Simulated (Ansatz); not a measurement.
Consider the formal hydrolysis of the Si–C bond: `CC[SiH2]C#N` + H₂O → `CC[SiH2]O` + `C#N`.

Program: Ansatz. Geometries: PBE0-D4/def2-TZVP. ΔE: electronic, gas phase. CBS: MP2 limit from def2 TZ/QZ plus the TZ coupled-cluster correction, frozen cores. This one scheme is used for every species. Functionals use def2-TZVPP. B3LYP here is the variant with VWN-RPA as its local correlation; programs differ in this. One conformer a species, not always the lowest.

`CC[SiH2]C#N`:

```xyz
12

C     0.197    1.318    0.784
C    -0.680    0.625   -0.256
Si    0.090   -0.916   -0.974
C     0.435   -2.094    0.419
N     0.637   -2.797    1.309
H    -0.289    2.216    1.172
H     1.158    1.620    0.360
H     0.403    0.661    1.632
H    -0.900    1.299   -1.091
H    -1.647    0.348    0.175
H     1.400   -0.649   -1.614
H    -0.805   -1.629   -1.916
```

H₂O:

Z-matrix (Å, degrees):
```
O
H 1 0.960
H 1 0.960 2 105.1
```

`CC[SiH2]O`:

```xyz
12

C    -1.493   -0.166   -0.112
C    -0.195    0.021   -0.892
Si    1.284    0.378    0.192
O     1.579   -0.838    1.272
H    -1.732    0.717    0.487
H    -1.426   -1.018    0.570
H    -2.343   -0.351   -0.775
H     0.023   -0.868   -1.493
H    -0.291    0.852   -1.603
H     1.044    1.657    0.925
H     2.517    0.493   -0.626
H     1.032   -0.876    2.056
```

`C#N`:

```xyz
3

C    -0.007    0.022    0.011
N     0.300   -0.962   -0.488
H    -0.293    0.940    0.477
```

| level | ΔE (eV) |
| --- | --- |
| r2SCANh-D4 | -0.44 |
| CAM-B3LYP-D4 | -0.49 |
| ωB97M-V | -0.45 |
| B3LYP | -0.47 |
| r2SCAN0 | -0.45 |
| RPA@PBE/def2-TZVPP | -0.43 |
| SCS-MP2/def2-TZVPP | -0.45 |
| HF/CBS(def2) | -0.54 |

**Question.** What does CCSD(T)/CBS give? (Best estimate.)

**Answer.** The calculation gave: -0.41 eV. The listed levels differ from it by -0.03, -0.08, -0.04, -0.06, -0.04, -0.02, -0.04, -0.13 eV.

Largest T1 diagnostic among the species: 0.014.

Leaving LDA and LC-ωPBE aside and taking each functional with its dispersion term where it has one, the values, not all of them listed here, spread over 0.14 eV, from CAM-B3LYP-D4 to revPBE-D4. LDA lies −0.04 eV from PBE without D4. In def2-TZVPP, CCSD(T) changes the Hartree–Fock value by +0.11 eV (the triples alone add +0.02 eV) and MP2 by +0.12 eV.
